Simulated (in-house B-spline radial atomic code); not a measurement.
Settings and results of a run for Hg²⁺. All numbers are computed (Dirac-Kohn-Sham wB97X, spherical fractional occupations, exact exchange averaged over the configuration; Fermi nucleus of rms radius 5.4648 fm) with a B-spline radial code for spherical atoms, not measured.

Command:
```bash
python run_scf.py task.json out
```
Settings (nuclear radius in fm, mass in u):
```
Z                80
configuration    [Xe] 4f14 5d10
hamiltonian      dirac
method           wb97x
spin_polarised   False
nucleus          fermi
rms_radius       5.4648
atomic_mass      201.97064
speed_of_light   137.035999084
exact_exchange   averaged over the configuration
```

Output (hartree, bohr):
```
 radial grid: 78 intervals, B-splines of order 8, outer radius 53.7037 bohr

 iter        energy (Eh)    residual
    1      -19655.711686    8.03e-01
    2      -19656.106124    1.72e-01
    3      -19656.691289    2.66e-02
    4      -19656.699913    8.01e-03
    5      -19656.700211    2.42e-03
    6      -19656.700262    1.75e-03
    7      -19656.700323    7.12e-05
    8      -19656.700323    2.30e-05
    9      -19656.700323    8.40e-07
   10      -19656.700323    1.56e-07

 total energy                    -19656.70032
 kinetic                           22658.5911
 electron-nucleus                 -49522.6478
 Hartree                            7580.9937
 exact exchange                      -68.4874
 exchange-correlation               -305.1500

 first-order corrections (not in the total)
   Gaunt                            25.3770
   retardation                      -2.6924
   frequency dependence             -0.4917
   self-energy                      19.0192
   Uehling                          -3.9148
   Wichmann-Kroll                    0.1740
   recoil                            0.0321

 orbital      occ     eigenvalue          <r>       <r^2>       <1/r>       r_max    small
 1s1/2      2.000     -3054.7998    0.0165927 0.000380977     97.5085     0.01022  9.25e-02
 2s1/2      2.000      -542.6282    0.0692514  0.00573977      24.019     0.05936  2.13e-02
 2p1/2      2.000      -520.5950    0.0569381  0.00405561     23.9748     0.04363  2.13e-02
 2p3/2      4.000      -449.0075    0.0656033  0.00524082     19.4094     0.05111  1.89e-02
 3s1/2      2.000      -129.7988     0.180073   0.0372326     8.81649       0.167  7.12e-03
 3p1/2      2.000      -119.8596     0.170444   0.0339198      8.7286      0.1558  7.06e-03
 3p3/2      4.000      -103.9700     0.186296   0.0403019      7.5385      0.1709  6.36e-03
 3d3/2      4.000       -87.5150     0.162146    0.030868     7.43447       0.133  6.24e-03
 3d5/2      6.000       -84.1145     0.166972   0.0326032     7.16507      0.1372  6.05e-03
 4s1/2      2.000       -29.4046     0.399121    0.179962     3.73214      0.3763  2.42e-03
 4p1/2      2.000       -25.1341     0.401172    0.183276     3.62274      0.3743  2.33e-03
 4p3/2      4.000       -21.2876     0.435052    0.215183     3.21344      0.4053  2.06e-03
 4d3/2      4.000       -14.2993     0.442239    0.226121     3.01204      0.3977  1.86e-03
 4d5/2      6.000       -13.5802     0.453337    0.237404     2.91757      0.4073  1.79e-03
 5s1/2      2.000        -5.2917     0.906497    0.922019     1.51358      0.8312  6.12e-04
 5p1/2      2.000        -3.8730     0.976355     1.07723     1.38812      0.8764  5.28e-04
 5p3/2      4.000        -3.1999      1.07159     1.29879     1.23823      0.9549  4.45e-04
 4f5/2      6.000        -4.5740      0.47873    0.276552     2.55454      0.3644  1.42e-03
 4f7/2      8.000        -4.4185     0.485429    0.284378     2.51788       0.369  1.39e-03
 5d3/2      4.000        -1.2592      1.40375     2.29943    0.934533       1.137  2.63e-04
 5d5/2      6.000        -1.1876      1.45654     2.47834    0.897744       1.173  2.44e-04

 Slater integrals (Eh)
   F0(5p1/2,5p1/2)               0.921217
   F0(5p1/2,5p3/2)               0.876795
   G2(5p1/2,5p3/2)               0.459246
   F0(5p1/2,5d3/2)               0.744488
   G1(5p1/2,5d3/2)               0.418449
   F0(5p1/2,5d5/2)               0.725480
   G3(5p1/2,5d5/2)               0.241346
   F0(5p3/2,5p3/2)               0.839720
   F2(5p3/2,5p3/2)               0.452420
   F0(5p3/2,5d3/2)               0.722614
   F2(5p3/2,5d3/2)               0.365051
   G1(5p3/2,5d3/2)               0.451367
   G3(5p3/2,5d3/2)               0.279245
   F0(5p3/2,5d5/2)               0.705483
   F2(5p3/2,5d5/2)               0.351048
   G1(5p3/2,5d5/2)               0.426920
   G3(5p3/2,5d5/2)               0.263992
   F0(5d3/2,5d3/2)               0.644730
   F2(5d3/2,5d3/2)               0.333967
   F0(5d3/2,5d5/2)               0.632775
   F2(5d3/2,5d5/2)               0.327236
   G2(5d3/2,5d5/2)               0.326742
   G4(5d3/2,5d5/2)               0.216330
   F0(5d5/2,5d5/2)               0.621527
   (list cut)
```

Cost of the run: 7.6 s on 1 thread of Intel(R) Xeon(R) 6975P-C (shared host).

For the Dirac Hamiltonian the kinetic term is c α·p + (β - 1)c².
